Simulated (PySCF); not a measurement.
MoO₂Cl₂, SMILES [Mo]([Cl])([Cl])(=[O])=[O], multiplicity 1.

Geometry optimised at PBE0-D3(BJ)/def2-SVP. The multiplicity is an assumed one; other spin states were not compared. The isomer is the one that the SMILES or the coordinates give; other isomers of the formula were not compared. The def2 effective core potentials stand for the cores of Mo; spin–orbit coupling is left out.

Computed with CAM-B3LYP/def2-TZVP (PySCF).

Isolated molecule, no solvent.

Computed frontier levels, gap, dipole moment and polarisability:
```json
{
  "highest_occupied_level": "-11.34 eV",
  "lowest_empty_level": "-2.83 eV",
  "orbital_gap": "8.51 eV",
  "dipole_moment": "1.14 D",
  "quadrupole, principal values (traceless, Buckingham form, about the centre of nuclear charge)": "-1.63, -1.04, 2.67 D·Å",
  "mean_static_polarisability": "65.6 bohr³ (9.72 Å³)",
  "polarisability_principal_values": "55.6, 64.8, 76.3 bohr³"
}
```
